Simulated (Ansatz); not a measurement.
The cluster K₄Bi₂⁺. The state is a doublet with charge 1. Geometry r2SCAN-D4/def2-SVP; atoms count from 1.

```xyz
6

K     3.513   -4.249    0.230
K    -2.743    3.639   -0.242
K    -0.445   -1.619   -1.840
K     1.423    0.097    2.013
Bi    0.141    1.751   -0.878
Bi   -1.889    0.380    0.717
```

In the def2 sets Bi takes a core potential; there is no spin–orbit coupling. The charge 1 doublet is spin-contaminated (final ⟨S²⟩ up to 1.77, 0.75 for a pure state). The geometry of the doublet was relaxed on an unsound state (⟨S²⟩ 1.68, where a pure state has 0.75). Another isomer (doublet) lies 0.69 eV lower at PBE0-D4/def2-TZVP; other spin states weren't run for this one.

Q: Estimate the Mulliken populations from the PBE0/def2-TZVP orbitals of Ansatz.

A: 
| atom | charge (e) | spin (α − β) |
| --- | --- | --- |
| K1 | 0.25 | -0.75 |
| K2 | 0.65 | -0.02 |
| K3 | 0.53 | -0.10 |
| K4 | 0.53 | -0.10 |
| Bi5 | -0.48 | 0.99 |
| Bi6 | -0.49 | 0.98 |
Mulliken values and Mayer orders depend strongly on the basis.

Q: Where does the spin sit?

A: Summed by element: K -0.97, Bi 1.97, of 1 unpaired in all. Largest on single atoms: Bi5 0.99, Bi6 0.98, K1 -0.75.

Q: And the Mayer bond orders between bonded heavy atoms (over 0.3)?

A: Bi5–Bi6 1.52 (2.92 Å).
